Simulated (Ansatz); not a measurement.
Oligo(p-phenylene), aryl ends: binding per atom (eV) at several levels, gas phase, relaxed structures; Ansatz. Binding counts from free atoms in the multiplicity of their measured ground term, without zero-point energy. The structures are stationary points that may keep the symmetry of their start.

| species | state | geometry | PBE-D4/def2-SVP | r2SCAN-D4/def2-SVP |
| --- | --- | --- | --- | --- |
| COc1ccc(-c2ccc(-c3ccc(-c4ccc(-c5ccc(C(F)=C(F)F)cc5)cc4)cc3)cc2)cc1 | singlet | r2SCAN-D4/def2-SVP | 5.55 | 5.36 |
| COc1ccc(-c2ccc(-c3ccc(-c4ccc(-c5ccc(-c6ccc(C(F)=C(F)F)cc6)cc5)cc4)cc3)cc2)cc1 | singlet | PBE-D4/def2-SVP | 5.58 | 5.38 |
| C51H35F3O | singlet | r2SCAN-D4/def2-SVP | 5.62 | 5.42 |

Estimate the column for PBE0-D4/def2-SVP.

COc1ccc(-c2ccc(-c3ccc(-c4ccc(-c5ccc(C(F)=C(F)F)cc5)cc4)cc3)cc2)cc1 5.42; COc1ccc(-c2ccc(-c3ccc(-c4ccc(-c5ccc(-c6ccc(C(F)=C(F)F)cc6)cc5)cc4)cc3)cc2)cc1 5.45; C51H35F3O 5.49.
